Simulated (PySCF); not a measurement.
## Niobium: a sound run and one with changed settings

Sound run: Nb+ [Kr] 4d4, Nb(2+) [Kr] 4d3. All numbers are calculated (PySCF 2.14, scalar relativity through the core potential, in def2-SVP with the def2 core potential (28 electrons)). In the sound run the correlated levels freeze 4s2 4p6 outside the core potential. The sound run starts from symmetry-adapted Hartree-Fock orbitals and uses a fine grid where one is needed.

Changed run: initial guess minao, at most 8 SCF cycles. This setting is unsound on purpose.

| species | method | sound run (hartree) | changed run (hartree) | converged |
| --- | --- | --- | --- | --- |
| Nb+ | UHF | -56.09157 | -56.09176 | yes |
| Nb+ | TPSS | -56.53861 | -56.54194 | no |
| Nb+ | BP86 | -56.61130 | -56.60053 | no |
| Nb(2+) | UHF | -55.61309 | -55.61309 | yes |
| Nb(2+) | TPSS | -56.02073 | -56.02073 | yes |
| Nb(2+) | BP86 | -56.07948 | -56.07948 | yes |
| Nb(2+) | MP2 | -55.62180 | -55.62180 | yes |

The plain start fixes occupations by D2h representation alone, and Nb+ at UHF landed in another state (other ⟨L²⟩ or ⟨S²⟩). The SCF was stopped early; the energies are upper bounds that still move, and correlated levels were skipped or rest on poor orbitals.
